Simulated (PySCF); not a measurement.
**Question.** Give a PBE0-D3(BJ)/def2-SVP geometry of InChI=1S/C6H11OP/c7-8-3-1-6(5-8)2-4-8/h6H,1-5H2/t6-,8-.

**Answer.** 
```xyz
19
C6H11OP angstrom
O     -0.036   -1.975    1.417
P      0.178   -0.705    0.666
C     -1.062   -0.136   -0.562
C     -0.747    1.369   -0.728
C      0.501    1.700    0.121
C      1.768    1.081   -0.508
C      1.709   -0.452   -0.315
C      0.299    0.957    1.445
H     -2.068   -0.328   -0.158
H     -0.968   -0.715   -1.491
H     -1.595    1.974   -0.374
H     -0.582    1.638   -1.782
H      0.614    2.788    0.241
H      1.847    1.356   -1.571
H      2.658    1.491   -0.008
H      2.561   -0.852    0.256
H      1.654   -1.017   -1.256
H      1.155    1.029    2.133
H     -0.623    1.232    1.977
```

Any rigid rotation of these coordinates is as good. Atoms count from 1 in this order. P2 (phosphoryl phosphorus) has angles from 92.7° to 124.5°. The 5-membered ring P2–C3–C4–C5–C8 has internal angles of 92.7° to 108.3° (sum 505°, against 540° for a flat polygon); it is puckered, 0.28 Å rms from its mean plane, widest ring torsion 59°. Of the pairs four or more bonds apart, H12···H14 is among the closest relative to their van der Waals radii: 2.45 Å, 102 % of the sum of Bondi's values. All 3 C–P bonds measure 1.836 to 1.839 Å.

Bonds between heavy atoms (Å): O1=P2 1.492, P2–C3 1.836, C3–C4 1.546, C4–C5 1.545, C5–C6 1.545, C6–C7 1.546, C5–C8 1.532, P2–C7 1.836, P2–C8 1.839.

The calculation used PySCF, PBE0-D3(BJ)/def2-SVP geometry optimisation, gas phase.

Point group: Cs (every atom within 0.08 Å of its image). Whether it is a minimum is left open (no frequencies).
